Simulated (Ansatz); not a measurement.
ClF₂H₂NTi, SMILES `[NH2][Ti]([F])([F])[Cl]` at its PBE0-D4/def2-TZVP geometry, where that method's forces vanish. Charge 0, multiplicity 1.

```xyz
7

N     0.7796    0.4034    0.7401
Ti   -0.5155   -0.1286   -0.4635
F    -2.0670    0.2620    0.2405
F    -0.1759    0.6769   -1.9771
Cl   -0.3952   -2.3078   -0.7682
H     0.6514    0.4287    1.7430
H     1.7226    0.6654    0.4852
```

Q: What forces (eV/Å) does B3LYP-D4/def2-TZVPP give on these atoms in Ansatz? (Estimate.)

A: Computed: 
```
N1   0.215  0.098  0.201
Ti2  0.019 -0.090  0.000
F3  -0.362  0.089  0.163
F4   0.079  0.186 -0.354
Cl5  0.012 -0.294 -0.044
H6   0.020  0.006  0.015
H7   0.017  0.005  0.019
```

B3LYP here is the variant with VWN-RPA as its local correlation; programs differ in this.
